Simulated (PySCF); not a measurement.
Input and output

Gd(OH)3 (singlet in the valence; each metal's 4f electrons, 7 of them, lie in its core potential, out of spins and levels). PySCF 2.14.0, RHF HF, Gd lcecp-1-SVP with ECP53, O def2-SVP, H def2-SVP; non-relativistic Hamiltonian with scalar-relativistic core potentials where named; density fitting; no spin-orbit coupling. Purpose: level HF.

```python
mol = gto.M(atom='''
Gd     0.00000     0.00000     0.05203
O      2.06980    -0.00000     0.12889
H      3.02354    -0.00000     0.19194
O     -1.03490     1.79250     0.12889
H     -1.51177     2.61846     0.19194
O     -1.03490    -1.79250     0.12889
H     -1.51177    -2.61846     0.19194''',
    basis={'Gd': 'lcecp-1-SVP', 'O': 'def2-SVP', 'H': 'def2-SVP'},
    ecp={'Gd': 'lcecp-1-SVP'},
    charge=0, spin=0)
mf = scf.RHF(mol)
mf = mf.density_fit()  # fitting sets: Gd AutoAux, O def2-universal-JKFIT, H def2-universal-JKFIT
mf.conv_tol = 1e-08; mf.max_cycle = 55
mf.kernel(dm0)  # dm0: converged density of the relaxed state
mf.nuc_grad_method().kernel()
```

Run from Python with OMP_NUM_THREADS=2; the lines above give its settings. Where DIIS fails, smearing, a level shift and second-order steps follow.
It took 1.2 s on 2 threads of AMD EPYC 9R45 96-Core Processor (Zen 5) (shared host), from an already converged density.

Q: Where do the frontier levels lie, over both spins?

A: HOMO -11.88 eV, LUMO 0.82 eV. The 4f levels lie in the core potential and are missing.

Q: What are the Mulliken charges and spins?

A: 
| atom | charge (e) | spin (e) |
| --- | --- | --- |
| Gd1 | 1.584 | 0.000 |
| O2 | -0.724 | 0.000 |
| H3 | 0.196 | 0.000 |
| O4 | -0.724 | 0.000 |
| H5 | 0.196 | 0.000 |
| O6 | -0.724 | 0.000 |
| H7 | 0.196 | 0.000 |
The spin of the 4f electrons in the core isn't counted.

Q: What forces act on the atoms (eV/Å)?

A: 
```
Gd   0.00  0.00 -0.03
O    1.55  0.00  0.09
H   -1.02  0.00 -0.07
O   -0.78  1.35  0.09
H    0.51 -0.88 -0.07
O   -0.78 -1.35  0.09
H    0.51  0.88 -0.07
```


The geometry was relaxed with PBE0 (Gd lcecp-1-SVP with ECP53, O def2-SVP, H def2-SVP).

An lcecp potential fixes the number of 4f electrons, so in runs with it no electron can move into or out of that shell.
